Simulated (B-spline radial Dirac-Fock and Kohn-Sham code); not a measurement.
# Two-hole binding energies of Re⁴⁺

System: rhenium as Re⁴⁺, configuration [Xe] 4f14 5d3.

Input of the calculation (task.json; shells as n, l, electrons):

```json
{"items": [{
  "Z": 75,
  "q": 4,
  "cfg": [[1, 0, 2], [2, 0, 2], [2, 1, 6], [3, 0, 2], [3, 1, 6], [3, 2, 10], [4, 0, 2], [4, 1, 6], [4, 2, 10], [4, 3, 14], [5, 0, 2], [5, 1, 6], [5, 2, 3]],
  "A": 187,
  "rrms": 5.3698,
  "do": ["binding", "quiet", "double"]
}]}
```

Launch: `python xray_run.py task.json out`

Model: Dirac-Fock ΔSCF + Breit + QED. Program: an atomic code on a B-spline grid. U is the two-hole binding energy less the two single-hole energies, the effective repulsion of the holes after relaxation. Each two-hole energy is an average over J within one jj subconfiguration.

```csv
holes,E(a) (eV),E(b) (eV),E(ab) (eV),U (eV)
1s⁻¹ 2p1/2⁻¹,71730.6,12017.4,84169.5,421.5
1s⁻¹ 3p1/2⁻¹,71730.6,2743.2,74599.6,125.8
2s⁻¹ 3p1/2⁻¹,12593.4,2743.2,?,?
2p1/2⁻¹ 3s⁻¹,12017.4,2997.7,15106.9,91.7
2p1/2⁻¹ 3p3/2⁻¹,12017.4,2430.2,14540.5,92.8
2p1/2⁻¹ 3d5/2⁻¹,12017.4,1941.7,14058.7,99.6
2p3/2⁻¹ 3s⁻¹,10594.0,2997.7,13681.3,89.6
2p3/2⁻¹ 3p1/2⁻¹,10594.0,2743.2,13435.4,98.2
2p3/2⁻¹ 3d3/2⁻¹,10594.0,2008.3,12704.3,102.0
3p1/2⁻²,2743.2,2743.2,5559.4,73.1
3p1/2⁻¹ 3p3/2⁻¹,2743.2,2430.2,5236.7,63.3
3d3/2⁻¹ 3d5/2⁻¹,2008.3,1941.7,4025.1,75.1
3d5/2⁻²,1941.7,1941.7,3956.6,73.2
4d5/2⁻²,321.0,321.0,671.7,29.8
```

Q: Give the missing two-hole energy and U.

A: E(ab) = 15432.4 eV and U = 95.9 eV.
